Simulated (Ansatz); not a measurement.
A made-up structure of ZnSiH4, singlet:

```tsv
atom	x (Å)	y (Å)	z (Å)
Si1	0.4215	0.7056	1.3800
Zn2	-0.2031	-0.3398	-0.6648
H3	0.5659	-1.6414	-0.8999
H4	-1.6918	-0.6916	-0.6961
H5	0.0662	0.5597	-1.8728
H6	0.7944	1.3291	2.6001
```

It is relaxed with PBE-D4/def2-SVP and then PBE0-D4/def2-TZVP (Ansatz 0.2.0). Atoms count as bonded within 1.22 times the sum of their covalent radii (H–H: 0.88 Å). The end point is not checked to be a true minimum.

(1) Does its bonding change? (Judge from chemistry; the calculation decides.)

Answers

(1) By the calculation: Yes. Formed: Si1–H3, Si1–H4, Si1–H5; broken: Si1–Zn2, Zn2–H3, Zn2–H4, Zn2–H5.

Where it ends: The first stage lowers the energy by 5.34 eV in 13 steps. It ends as a complex of SiH₄ + Zn:
```
atom    x (Å)    y (Å)    z (Å)
 Si1   0.1586   0.2657   0.5194
 Zn2  -0.8397  -1.4067  -2.7504
  H3   0.9354  -0.9880   0.3469
  H4  -1.2919  -0.0513   0.5475
  H5   0.4424   1.1830  -0.6133
  H6   0.5483   0.9188   1.7962
```

For scale, one of the runs: PBE0-D4/def2-TZVP relaxation, 109 basis functions, launched by `ansatz run in.yaml --threads 2 --pin off --events-out ev --progress --plain --max-ram 4352MiB`. Hardware: 2 CPU threads of an Arm Neoverse V2, shared host. Wall time about 14 s.
